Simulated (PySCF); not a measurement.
CH4BBrO, SMILES CB(O)Br. Heavy atoms are numbered as in [B:1]([Br:2])([CH3:3])[OH:7]. Hydrogens are named by the atom that carries them.

Coordinates come from a PBE0-D3(BJ)/def2-SVP optimisation. The values are those of a single conformer.

These are r2SCAN/def2-TZVP in PySCF values and carry that method's errors.

ESP charges are fitted to the potential on shells at 1.4 to 2.0 van der Waals radii. Atomic charges (e), one atom of each kind:

```
atom      Mulliken  meta-Löwdin  ESP fit
--------  --------  -----------  -------
B1            0.23         0.33     0.45
Br2          -0.17        -0.16    -0.23
C3 (CH3)     -0.40        -0.48    -0.53
H on C3       0.13         0.15     0.14
O7 (OH)      -0.39        -0.47    -0.52
H on O7       0.33         0.36     0.38
```

**Question.** Give the Mayer and Wiberg (Löwdin basis) orders of the bonds. (The exact figures need the calculation; the answer reports its results.)

**Answer.** 
| bond | Mayer | Wiberg |
|---|---|---|
| B1–Br2 | 1.21 | 1.94 |
| B1–C3 | 1.04 | 1.37 |
| B1–O7 | 1.41 | 2.07 |
